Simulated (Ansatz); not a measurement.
Ansatz (a quantum-chemistry and plane-wave program) input (BHLYP/def2-TZVPD):

Ansatz 0.2 input:
```yaml
crystal:
  periodic: [false, false, false]
  atoms:
    - {symbol: O, position_ang: [-1.36687604, 0.55831406, -0.03290379]}
    - {symbol: Se, position_ang: [0.00828182, -0.28161326, 0.00618097]}
    - {symbol: O, position_ang: [1.33167830, 0.63854228, 0.00663467]}
basis:
  gaussian:
    orbitals: def2-TZVPD
hamiltonian:
  xc: {name: BHLYP}
total_charge: -1
magnetization: {spin_polarized: true, initial_magnetization: 1}
```

End of the output:

```
integrals: 0.05 GiB planned
909 factors; their error is unknown
mean field: 0.70 GiB planned
mean field evaluation 1: about -69439.5499 eV, gradient 2.7e1 eV
mean field evaluation 2: about -69438.0657 eV, gradient 3.6e1 eV
mean field evaluation 4: about -69442.1216 eV, gradient 9.7e-1 eV
mean field evaluation 8: about -69442.7317 eV, gradient 5.0e-2 eV
mean field evaluation 16: about -69442.7317 eV, gradient 4.6e-5 eV
mean field -69442.73169629 eV, -2551.9733198645 hartree, gradient 4.5e-5 eV, S^2 0.761826; 0 other end points of the search recorded, 0 dependent functions left out
reference -69442.73184386 eV, -2551.9733252875 hartree; 26, 25 occupied and 111, 112 virtual orbitals, 909 factors
Total energy: -69442.73184386 eV, -2551.9733252875 hartree
```

This state (charge -1, doublet) is run at the relaxed geometry of the species with charge 0 and multiplicity 1.
